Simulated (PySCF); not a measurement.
Species: C5H5NO2S.
Atom-mapped SMILES: `[CH3:1][C:2](=[O:3])[O:4][c:5]1[cH:6][cH:7][s:8][n:9]1`

Structure used (GFN2-xTB), in Å, numbered top down from 1:
```
atom  x, y, z in Å
C1    -2.7489    0.0667   -0.4218
C2    -1.3896   -0.1310    0.1875
O3    -1.1748   -0.5302    1.2976
O4    -0.4421    0.2084   -0.7121
C5     0.8956    0.1397   -0.4586
C6     1.5455   -0.1144    0.7760
C7     2.8933   -0.0751    0.5861
S8     3.2404    0.2649   -1.0574
N9     1.6785    0.3527   -1.4883
H10   -2.8584    1.1018   -0.7357
H11   -2.8449   -0.5638   -1.3024
H12   -3.5141   -0.1881    0.3047
H13    1.0415   -0.3100    1.7022
H14    3.6771   -0.2219    1.3003
```

NICS = −σ at a ghost point: NICS(0) at the centroid of the ring atoms, NICS(1) 1 Å to either side along the normal of their mean plane, zz for the tensor component along that normal. Level: GIAO PBE0/pcSseg-1 (PySCF, non-relativistic, gas phase) on the GFN2-xTB geometry, one conformer.

Ring bond lengths (Å), with Mayer bond orders in brackets: C5–C6 1.418 (1.27), C6–C7 1.362 (1.53), C7–S8 1.714 (1.21), S8–N9 1.623 (1.18), N9–C5 1.311 (1.56).

Task: What do the NICS probes read (ppm)?

Result: 
| ring | type | NICS(0) | NICS(1), two faces | NICS(1)zz, two faces | rms pucker (Å) | centre to ring atoms, mean (Å) |
| --- | --- | --- | --- | --- | --- | --- |
| C5–C6–C7–S8–N9 | 5-membered ring with N and S; formal bonds all aromatic | -14.4 | -11.8 / -11.8 | -28.7 / -28.6 | 0.00 | 1.26 |

Task: What can be read from them?

Result: 
- C5–C6–C7–S8–N9: mean NICS(1)zz -28.6 ppm, shielded. For a flat ring without four-coordinate atoms the NICS criterion counts such a value as aromatic.

Task: List the ring angles and the Hirshfeld charges of the ring atoms.

Result: 
- C5–C6–C7–S8–N9: C5 116.1° (+0.109 e), C6 109.1° (-0.089 e), C7 109.9° (-0.072 e), S8 94.0° (+0.179 e), N9 110.9° (-0.221 e); sum 540.0° against 540° for a flat convex ring.
